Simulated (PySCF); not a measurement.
CH₃O₂ (SMILES O=C[OH2+]), charge +1, singlet, geometry from GFN2-xTB. Base run: PySCF with PBE/STO-3G.

Input for PySCF:
```python
from pyscf import gto, scf, dft

mol = gto.Mole()
mol.atom = '''
    O    -0.99670430   -0.48679131   -0.02050171
    C     0.16260915    0.52937802   -0.00703074
    O     1.22437017    0.11575511    0.11238354
    H    -0.70362568   -1.42889272   -0.05203392
    H    -0.30185128    1.51257374   -0.07705403
    H    -1.79150481   -0.29165963   -0.56378237
'''
mol.basis = 'sto-3g'
mol.charge = 1
mol.verbose = 4
mol.build()

mf = dft.RKS(mol)
mf.xc = 'pbe'
mf.kernel()
```

The base run was repeated with changes; each row names its change, and settings that it needs were set with it.

```csv
change,ΔE vs base (mEh),grid points,electrons on the grid
base,0.000,71712,24.00000
"grids.atom_grid = (150, 974)",-0.001,482400,24.00000
grids.level = 2,0.000,49744,24.00000
grids.level = 7,-0.001,410448,24.00000
grids.level = 0,-36.155,5120,24.00574
grids.prune = dft.gen_grid.sg1_prune,0.013,32056,23.99999
"grids.atom_grid = (75, 302)",0.000,86800,24.00000
grids.prune = off,0.000,113256,24.00000
grids.level = 4,-0.001,132256,24.00000
grids.becke_scheme = stratmann,-0.002,71712,24.00000
"grids.atom_grid = (99, 590)",-0.001,193264,24.00000
```
